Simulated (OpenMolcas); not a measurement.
F2+: Slater's ratio, worked from levels

* Program: OpenMolcas 26.06
* Basis: ANO-RCC-VQZP [5s4p3d2f1g]
* Scalar Hamiltonian: DKH2, point nucleus
* Active space: 3 electrons in 3 orbitals (2p)
* State averaging: 2S+1 = 4 odd, 1 root; 2S+1 = 2 odd, 8 roots
* Spin-orbit coupling: state interaction with AMFI integrals over the reference wave functions, term energies averaged over their components

Methods: CASSCF; SS-CASPT2, IPEA 0.25 Eh, imaginary shift 0.1 Eh (closed shells correlated: 1s 2s).

**Slater's ratio.** With one set of orbitals, p3 has 2D* - 4S* = 9 F2 and 2P* - 2D* = 6 F2 (F2 = F²/25), a ratio of 2/3. Term energies are centres of gravity, weighted by 2J + 1.

```csv
Source,2D* - 4S*,2P* - 4S*,F2 from the first,Ratio
CASSCF,37947,62942,4216,0.659
SS-CASPT2,34650,54660,3850,0.577
```

Energies in cm-1. A ratio away from 2/3 shows effects beyond one configuration with one set of orbitals, and in heavier atoms second-order spin-orbit shifts.

Term energies are means over components that CASPT2 splits; among the terms shown or strongly mixed into the levels shown the widest spread is 160 cm-1 (2s2 2p3 2D*, SS-CASPT2). With the s shell closed, the reference lacks s² → p² mixing. Levels of configurations outside the active space are missing.

* marks odd parity.
